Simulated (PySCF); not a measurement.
Si(H)2(Br)(OEt) (C₂H₇BrOSi), SMILES CCO[SiH2]Br.

Coordinates come from a PBE0-D3(BJ)/def2-SVP optimisation. Other conformers were not sampled.

Level of theory: PySCF with PBE/def2-TZVP.

The total energy is -3018.71711 hartree and the highest occupied level is -6.95 eV. The lowest empty level is -0.63 eV and the orbital gap comes out as 6.33 eV. The dipole moment is 1.55 D and the quadrupole, principal values (traceless, Buckingham form, about the centre of nuclear charge) is -4.01, -0.17, 4.18 D·Å. The mean static polarisability comes out as 75.6 bohr³ (11.21 Å³) and the polarisability, principal values is 63.7, 74.4, 88.8 bohr³.
